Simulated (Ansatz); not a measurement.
System: GeH3, charge 0, doublet. GeH3 (SMILES [GeH3], doublet).
B3LYP-D3(BJ)/def2-TZVP minimum from Ansatz (a quantum-chemistry and plane-wave program):
```
Ge
H 1 1.5431
H 1 1.5431 2 110.72
H 1 1.5431 2 110.72 3 -123.21
```
Charge 0, spin multiplicity 2.

Total energies in cc-pVQZ, 7 correlated electrons, 14 frozen orbitals. UHF or UKS for unpaired electrons; spin-orbit terms are left out. Correlated methods leave the cores frozen (noble-gas shells, and filled d and f shells in the p block). No relativity.

```tsv
method	program	energy (Eh)	minus CCSDT(Q) (mEh)
HF	Ansatz	-2077.11207	147.43
MP2	Ansatz	-2077.23186	27.65
CCSD	Ansatz	-2077.25505	4.45
CCSD(T)	Ansatz	-2077.25871	0.79
CCSDT(Q)	Ansatz	-2077.25950	0.00
```

Rough core times of Ansatz's runs on a shared machine: CCSD(T) under 20 s, CCSDT(Q) 20 min.
